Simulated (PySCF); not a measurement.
PySCF input (M06-2X/6-31G* (5d)):

```python
from pyscf import gto, dft

mol = gto.M(
    atom='''
    C    -2.40572200    0.19589100   -0.10945000
    C    -0.98179800    0.36282500    0.41768300
    C     0.04623600   -0.30218200   -0.48837600
    S     1.76781600   -0.20198800    0.11709100
    H    -2.67828100   -0.85968200   -0.18057400
    H    -3.12744400    0.68218400    0.54880000
    H    -2.51422100    0.63418100   -1.10428300
    H    -0.74342500    1.42639100    0.50893600
    H    -0.89720000   -0.05886400    1.42168800
    H    -0.00028300    0.10515500   -1.49922200
    H    -0.14885100   -1.37378300   -0.56566800
    H     1.87235700    1.13703300    0.07772300
    ''',
    basis='6-31g*',
    charge=1,
    spin=1,
    verbose=4,
)

mf = dft.UKS(mol, xc='m062x')
mf.grids.level = 4
mf.conv_tol = 1e-9
mf.max_cycle = 100
mf.max_memory = 1500
mf.kernel()
if not mf.converged:
    mf = mf.newton()
    mf.kernel(mf.make_rdm1())
mo, _, stable, _ = mf.stability(return_status=True)
if not stable:
    mf.kernel(mf.make_rdm1(mo, mf.mo_occ))
    stable = mf.stability(return_status=True)[2]
mf.dip_moment()
```

Output:

```
PySCF version 2.14.0

[INPUT] verbose = 4
[INPUT] num. atoms = 12
[INPUT] num. electrons = 41
[INPUT] charge = 1
[INPUT] spin (= nelec alpha-beta = 2S) = 1
[INPUT] symmetry False subgroup None
[INPUT] Mole.unit = angstrom
[INPUT] Symbol           X                Y                Z      unit          X                Y                Z       unit  Magmom
[INPUT]  1 C     -2.405722000000   0.195891000000  -0.109450000000 AA   -4.546155711841   0.370180340267  -0.206830524334 Bohr   0.0
[INPUT]  2 C     -0.981798000000   0.362825000000   0.417683000000 AA   -1.855329329646   0.685639881145   0.789306476887 Bohr   0.0
[INPUT]  3 C      0.046236000000  -0.302182000000  -0.488376000000 AA    0.087373377095  -0.571041219773  -0.922896885811 Bohr   0.0
[INPUT]  4 S      1.767816000000  -0.201988000000   0.117091000000 AA    3.340688078624  -0.381702000449   0.221269921651 Bohr   0.0
[INPUT]  5 H     -2.678281000000  -0.859682000000  -0.180574000000 AA   -5.061217574626  -1.624563534218  -0.341235405217 Bohr   0.0
[INPUT]  6 H     -3.127444000000   0.682184000000   0.548800000000 AA   -5.910012629914   1.289140926560   1.037081697161 Bohr   0.0
[INPUT]  7 H     -2.514221000000   0.634181000000  -1.104283000000 AA   -4.751189106630   1.198428403403  -2.086792434013 Bohr   0.0
[INPUT]  8 H     -0.743425000000   1.426391000000   0.508936000000 AA   -1.404869644155   2.695488336544   0.961749654932 Bohr   0.0
[INPUT]  9 H     -0.897200000000  -0.058864000000   1.421688000000 AA   -1.695462278960  -0.111236838596   2.686600954581 Bohr   0.0
[INPUT] 10 H     -0.000283000000   0.105155000000  -1.499222000000 AA   -0.000534792493   0.198714150629  -2.833118979923 Bohr   0.0
[INPUT] 11 H     -0.148851000000  -1.373783000000  -0.565668000000 AA   -0.281287623368  -2.596073624583  -1.068957597430 Bohr   0.0
[INPUT] 12 H      1.872357000000   1.137033000000   0.077723000000 AA    3.538241937412   2.148680964593   0.146875183580 Bohr   0.0

nuclear repulsion = 162.577606018278
number of shells = 42
number of NR pGTOs = 164
number of NR cGTOs = 76
basis = 6-31g*
ecp = {}

******** <class 'pyscf.dft.uks.UKS'> ********
method = UKS
initial guess = minao
damping factor = 0
level_shift factor = 0
DIIS = <class 'pyscf.scf.diis.CDIIS'>
diis_start_cycle = 1
diis_space = 8
diis_damp = 0
SCF conv_tol = 1e-09
SCF conv_tol_grad = None
SCF max_cycles = 100
direct_scf = True
direct_scf_tol = 1e-13
number electrons alpha = 21  beta = 20
XC library pyscf.dft.libxc version 7.1.2
    S. Lehtola, C. Steigemann, M. J. T. Oliveira, and M. A. L. Marques,  SoftwareX 7, 1–5 (2018)
XC functionals = m062x
    Y. Zhao and D. G. Truhlar,  Theor. Chem. Acc. 120, 215 (2008)
    Y. Zhao and D. G. Truhlar,  Theor. Chem. Acc. 120, 215 (2008)
radial grids:
    Treutler-Ahlrichs [JCP 102, 346 (1995); DOI:10.1063/1.469408] (M4) radial grids

becke partition: Becke, JCP 88, 2547 (1988); DOI:10.1063/1.454033
pruning grids: <function nwchem_prune>
grids dens level: 4
symmetrized grids: False
atomic radii adjust function: <function treutler_atomic_radii_adjust>
small_rho_cutoff = 0
Set gradient conv threshold to 3.16228e-05
tot grids = 240184
init E= -517.505781685848
  alpha nocc = 21  HOMO = -0.288636299326112  LUMO = -0.00335265565919984
  beta  nocc = 20  HOMO = -0.365642857409495  LUMO = -0.28863629932611

WARN: HOMO -0.288636299326112 >= LUMO -0.28863629932611

cycle= 1 E= -516.829236298659  delta_E= 0.677  |g|= 0.234  |ddm|= 2.04
  alpha nocc = 21  HOMO = -0.553729019982881  LUMO = -0.222506819241945
  beta  nocc = 20  HOMO = -0.553224440857383  LUMO = -0.449907757392766
  HOMO = -0.553224440857  LUMO = -0.449907757393  gap/eV = 2.81139
cycle= 2 E= -516.854609246822  delta_E= -0.0254  |g|= 0.158  |ddm|= 0.555
  alpha nocc = 21  HOMO = -0.584054010205132  LUMO = -0.174756592932536
  beta  nocc = 20  HOMO = -0.583132023836047  LUMO = -0.394679913047405
  HOMO = -0.583132023836  LUMO = -0.394679913047  gap/eV = 5.12804
cycle= 3 E= -516.8698895242  delta_E= -0.0153  |g|= 0.0382  |ddm|= 0.21
  alpha nocc = 21  HOMO = -0.572646805731652  LUMO = -0.170705691290941
  beta  nocc = 20  HOMO = -0.571955923144829  LUMO = -0.385453325539983
  HOMO = -0.571955923145  LUMO = -0.38545332554  gap/eV = 5.07499
cycle= 4 E= -516.870868762071  delta_E= -0.000979  |g|= 0.0123  |ddm|= 0.0486
  alpha nocc = 21  HOMO = -0.573733514095155  LUMO = -0.172931027724816
  beta  nocc = 20  HOMO = -0.573161790221115  LUMO = -0.38556922377089
  HOMO = -0.573161790221  LUMO = -0.385569223771  gap/eV = 5.10465
cycle= 5 E= -516.871071924786  delta_E= -0.000203  |g|= 0.00566  |ddm|= 0.0229
  alpha nocc = 21  HOMO = -0.572450691024327  LUMO = -0.173581081140666
  beta  nocc = 20  HOMO = -0.571967125884616  LUMO = -0.384512628977147
  HOMO = -0.571967125885  LUMO = -0.384512628977  gap/eV = 5.10090
cycle= 6 E= -516.871138114392  delta_E= -6.62e-05  |g|= 0.00278  |ddm|= 0.0161
  alpha nocc = 21  HOMO = -0.572273492676246  LUMO = -0.173848284348944
  beta  nocc = 20  HOMO = -0.571831684274493  LUMO = -0.383699130747627
  HOMO = -0.571831684274  LUMO = -0.383699130748  gap/eV = 5.11935
cycle= 7 E= -516.871155852891  delta_E= -1.77e-05  |g|= 0.000937  |ddm|= 0.0085
  alpha nocc = 21  HOMO = -0.572196628946857  LUMO = -0.174011255433735
  beta  nocc = 20  HOMO = -0.571765787149155  LUMO = -0.383696598337384
  HOMO = -0.571765787149  LUMO = -0.383696598337  gap/eV = 5.11762
cycle= 8 E= -516.871157934219  delta_E= -2.08e-06  |g|= 0.000253  |ddm|= 0.00362
  alpha nocc = 21  HOMO = -0.572174412650861  LUMO = -0.174001368728548
  beta  nocc = 20  HOMO = -0.57174271679057  LUMO = -0.383661633432582
  HOMO = -0.571742716791  LUMO = -0.383661633433  gap/eV = 5.11795
cycle= 9 E= -516.871158053433  delta_E= -1.19e-07  |g|= 9.72e-05  |ddm|= 0.000736
  alpha nocc = 21  HOMO = -0.57216090571031  LUMO = -0.174010921209999
  beta  nocc = 20  HOMO = -0.571729238389725  LUMO = -0.383666542686365
  HOMO = -0.57172923839  LUMO = -0.383666542686  gap/eV = 5.11745
cycle= 10 E= -516.871158069562  delta_E= -1.61e-08  |g|= 4.14e-05  |ddm|= 0.000238
  alpha nocc = 21  HOMO = -0.572159423491536  LUMO = -0.174015108618823
  beta  nocc = 20  HOMO = -0.57172754223095  LUMO = -0.383667777783372
  HOMO = -0.571727542231  LUMO = -0.383667777783  gap/eV = 5.11737
cycle= 11 E= -516.871158073609  delta_E= -4.05e-09  |g|= 1.66e-05  |ddm|= 0.000125
  alpha nocc = 21  HOMO = -0.572158048651934  LUMO = -0.174014147561057
  beta  nocc = 20  HOMO = -0.571726049410978  LUMO = -0.383666556067995
  HOMO = -0.571726049411  LUMO = -0.383666556068  gap/eV = 5.11736
cycle= 12 E= -516.871158074701  delta_E= -1.09e-09  |g|= 8.38e-06  |ddm|= 6.69e-05
  alpha nocc = 21  HOMO = -0.572157887475438  LUMO = -0.17401463873392
  beta  nocc = 20  HOMO = -0.571725860799534  LUMO = -0.383666857127511
  HOMO = -0.5717258608  LUMO = -0.383666857128  gap/eV = 5.11735
cycle= 13 E= -516.871158075061  delta_E= -3.6e-10  |g|= 4.72e-06  |ddm|= 4.13e-05
  alpha nocc = 21  HOMO = -0.572156808709783  LUMO = -0.174015093566388
  beta  nocc = 20  HOMO = -0.571724810827486  LUMO = -0.383667009132624
  HOMO = -0.571724810827  LUMO = -0.383667009133  gap/eV = 5.11731
Extra cycle  E= -516.871158075139  delta_E= -7.8e-11  |g|= 3.25e-06  |ddm|= 1.58e-05
converged SCF energy = -516.871158075139  <S^2> = 0.75387976  2S+1 = 2.003876
uhf_internal: lowest eigs of H = [0.15479903 0.19519799 0.21412914]
<class 'pyscf.dft.uks.UKS'> wavefunction is stable in the internal stability analysis

WARN: System has nonzero charge 1; the dipole moment is origin-dependent.
Location of origin: [0. 0. 0.]

Dipole moment(X, Y, Z, Debye):  3.23436,  0.55065, -0.41613
```

The dipole moment of an ion depends on the origin.

The geometry given is a B3LYP-D3(BJ)/def2-TZVP minimum of the species of charge 0 and multiplicity 1, not of this state.
